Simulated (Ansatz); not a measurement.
Basis-set extrapolation for `CC(N)BF` (PBE0-D4/def2-TZVP geometry, frozen core, Ansatz 0.2.0). Multiplicity 1, RHF reference.

```csv
,def2-TZVPP,def2-QZVPP
HF,-258.539231,-258.551507
MP2 correlation,-0.911141,-0.979208
CCSD(T) correlation,-0.983591,not run
```

Energies in hartree. Use E(X) = E(∞) + A·exp(−7.88·√X) for Hartree–Fock and E(X) = E(∞) + B·X^(−2.97) for correlation, with X = 3 and 4, and add CCSD(T) minus MP2 of the smaller set to the MP2 limit.

What is the CCSD(T) energy at the basis-set limit?

HF limit: -258.551507 + (-0.012276) × 0.13774 = -258.55320. MP2 limit: -0.979208 + (-0.068067) × 0.74074 = -1.02963. Higher-order term: -0.983591 − (-0.911141) = -0.07245. Total: -259.65528 hartree, 83.1 kcal/mol below CCSD(T)/def2-TZVPP.
